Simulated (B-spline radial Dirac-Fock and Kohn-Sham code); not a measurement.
## Satellites and hypersatellites of the K lines of Rh⁷⁺

System: Rh⁷⁺ in the configuration 1s2 2s2 2p6 3s2 3p6 3d10 4s2 4p6 4d2, inside a Watson sphere of charge -7 and radius 2.2 Å (a model of the Madelung potential; inside it an electron's potential energy is raised by 45.8 eV).

Model: ΔSCF Dirac-Fock with Breit, self-energy and vacuum polarisation, finite nucleus, configuration average. Program: an atomic code on a B-spline grid. Each two-hole energy is an average over J within one jj subconfiguration, not an observable level; in light atoms, where LS coupling holds, the j-resolved values are not observed lines, and for a K spectator the Kα1 hypersatellite is nearly forbidden. Correlation energy is missing from these numbers.

Lines without a spectator: Kα2 (K-L2) 20070.6 eV, Kα1 (K-L3) 20213.1 eV, Kβ3 (K-M2) 22696.8 eV, Kβ1 (K-M3) 22722.0 eV. Shifts in eV with one spectator hole (a dash: not computed, or left out as unreliable):

```
spectator hole    Kα2    Kα1     Kβ3     Kβ1
    L2 (2p1/2)  +54.3  +68.0       –  +146.6
    L3 (2p3/2)  +55.1  +54.6  +132.7       –
    M2 (3p1/2)      –  +7.24  +17.40  +21.16
    M3 (3p3/2)  +5.60      –  +18.49  +17.93
    M4 (3d3/2)  +0.72  -1.55       –       –
    M5 (3d5/2)  -1.91  -0.29       –       –
```

Problem. Where does the K-L3 hypersatellite lie, emitted when both K electrons are missing?

Solution. +520.0 eV from the normal line, at 20733.1 eV. Removing both K electrons costs 47327.1 eV, which is 711.7 eV more than twice the K binding energy.

With n spectator holes in 2p, averaged over the 2p shell (energies in eV):

```csv
n,KαLⁿ,step,hypersatellite KαʰLⁿ
0,20165.6,–,20681.3
1,20223.9,+58.3,20741.0
2,20283.4,+59.5,20801.9
3,20344.2,+60.8,20864.1
4,20406.3,+62.1,20927.6
5,20469.6,+63.4,20992.4
```
